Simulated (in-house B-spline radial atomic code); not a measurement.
**OEP/ALDAx excitations of Sn XLVII (Sn46+)**

Method: OEP/ALDAx. Computed with a B-spline radial code for spherical atoms: linear response of the closed shell [He] 2s2 with the adiabatic LDA exchange kernel on the exchange-only optimised effective potential; non-relativistic, point nucleus, no spin-orbit coupling, no double excitations, S, P, D and F terms only.

Without relativity these are model numbers for so heavy an element.

Command:
```bash
python run_td.py task.json out
```
Settings (radii: box in bohr, nucleus in fm):
```
Z                        50
electrons                4
configuration            [He] 2s2
hamiltonian              nr
method                   oep
box_radius               2.84
intervals                66
```

Cost of the run: 0.1 s on 1 thread of Arm Neoverse N1 (shared host).

The lowest states, in the order of their Tamm-Dancoff energies; the method's threshold (minus the highest occupied level) is 7770.31 eV. Labels give the largest channel, * marks a mixed state, and oscillator strengths are full-response dipole values. Semilocal kernels can invert the small singlet-triplet splittings of Rydberg terms. Energies in eV:

| state | full response | Tamm-Dancoff | oscillator strength |
| --- | --- | --- | --- |
| 2s → 2p 3P | 75.83 | 82.43 | - |
| 2s → 2p 1P | 153.85 | 160.62 | 0.0656 |
| 2s → 3s 3S | 4349.87 | 4349.89 | - |
| 2s → 3s 1S | 4369.19 | 4369.23 | - |
| 2s → 3p 3P | 4383.70 | 4383.72 | - |
| 2s → 3p 1P | 4390.90 | 4390.90 | 0.802 |
| 2s → 3d 3D | 4402.96 | 4403.01 | - |
| 2s → 3d 1D | ? | ? | - |
| 2s → 4s 3S | 5859.14 | 5859.15 | - |
| 2s → 4s 1S | 5865.32 | 5865.33 | - |
| 2s → 4p 3P | 5873.34 | 5873.35 | - |
| 2s → 4p 1P | 5875.82 | 5875.82 | 0.195 |
| 2s → 4d 3D | 5881.95 | 5881.96 | - |
| 2s → 4f 3F | 5886.86 | 5886.86 | - |
| 2s → 4d 1D | 5887.38 | 5887.38 | - |
| 2s → 4f 1F | ? | ? | - |

Q: Where does 2s → 4f 1F lie?

A: At 5888.20 eV in full response, 5888.20 eV in Tamm-Dancoff.

Q: Where does 2s → 3d 1D lie?

A: At 4421.25 eV in full response, 4421.25 eV in Tamm-Dancoff.

Q: How large is the singlet-triplet splitting of 2s → 2p (P terms) in Tamm-Dancoff?

A: 78.2 eV, from the unrounded values.

Q: What polarisabilities and dispersion coefficient does the method give?

A: Dipole 0.002095 bohr³, quadrupole 2.537e-06 bohr⁵, C6 1.96e-05 hartree·bohr⁶ for two such species.
